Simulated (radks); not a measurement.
Results of a calculation; reference values are marked as such.
Mean orbital radii <r> (bohr) of the nitrogen ion N+, [He] 2s2 2p2, at several levels of relativity; Dirac values are averaged over j with weights 2j + 1. Spin-unpolarised spherical Kohn-Sham, BLYP, point nucleus unless stated (finite: rms radius 2.5582 fm), a radial shooting solver on a logarithmic mesh with Libxc functionals. A level marked "c x" has the speed of light scaled by that factor and shares open shells by 2j + 1; other Dirac levels either fill j = l - 1/2 first or share by 2j + 1.

| shell | non-rel. | scalar-rel. | Dirac, 2j+1 shares | Dirac, low j first | change of magnitude, last against first (%) |
|---|---|---|---|---|---|
| 1s | 0.2298 | 0.2297 | 0.2297 | 0.2297 | -0.08 |
| 2s | 1.247 | 1.246 | 1.246 | 1.246 | -0.07 |
| 2p | 1.276 | 1.276 | 1.276 | 1.276 | +0.01 |
